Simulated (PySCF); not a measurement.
## Excitation energy of Ga+ by level of theory

Ga+ [Ar] 3d10 4s2 (1S) → Ga+ [Ar] 3d9 4s2 4p1 (high-spin determinant), as a difference of total energies. Computed with PySCF 2.14 in x2c-QZVPPall (11s7p5d4f1g, 94 functions), with the spin-free X2C one-electron Hamiltonian (Gaussian nucleus). Correlated levels: valence and next inner shell: [Ne] frozen. The calculations carry no spin-orbit coupling.

```tsv
method	excitation energy (eV)
UHF	18.952
LDA	21.516
PBE	20.976
PBE0	20.626
r2SCAN	20.602
PW91	21.009
B3LYP	20.751
M06	21.344
r2SCAN0	20.362
MP2 (valence and next inner shell)	21.531
SCS-MP2 (valence and next inner shell)	21.191
```

Q: How much does correlation contribute at MP2 (valence and next inner shell)?

A: 21.531 − (18.952) = 2.579 eV, measured against UHF.

A first-order spin-orbit estimate (lowest level to lowest level, LS coupling) adds -0.128 eV.

The upper state lies above the first ionisation limit, where it may autoionise and the basis confines it.

The basis was made for the ground configuration and has no added diffuse functions, so the excitation energy can come out too high.

The determinant of the upper state mixes LS terms, which raises its energy above the lowest term, most at the Hartree-Fock and MP2 levels.
